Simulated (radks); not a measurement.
Spherical quantum dot in the effective-mass picture: electrons in a parabolic well V = omega^2 r^2 / 2 with omega = 0.31, with a point charge +1 (a donor) at the centre, all in effective atomic units (hartree* = m*/eps^2 hartree, bohr* = eps/m* bohr), one dielectric constant everywhere. Method: non-relativistic Kohn-Sham, r2SCAN, spin-polarised, spherical densities, generalised Kohn-Sham scheme; computed with a radial shooting solver with Libxc functionals. Levels are named by radial order and angular momentum (1s, 1p, 1d, 2s, ...), and open shells are averaged over m.

N = 14, configuration 1s2 1p6 1d(up 4, down 0) 2s2. This is the lowest configuration that the search found. Occupied and some empty levels:

level,occupation,eigenvalue (hartree*),<r> (bohr*)
1s up,1,3.4239,2.573
1s down,1,3.4317,2.359
1p up,3,3.6033,3.971
1p down,3,3.6450,3.861
2s up,1,3.6963,3.414
2s down,1,3.7343,3.567
1d up,4,3.7585,4.427
1d down,0,3.8137,4.394
1f up,0,3.9389,4.773
1f down,0,4.0026,4.771
2p up,0,4.0257,4.047
2p down,0,4.0583,4.059
1g up,0,4.1425,5.073
1g down,0,4.2136,5.071

Energy (hartree*): total 29.2249, kinetic 3.6615, external 5.9879, Hartree 23.019, exchange-correlation -3.4439.
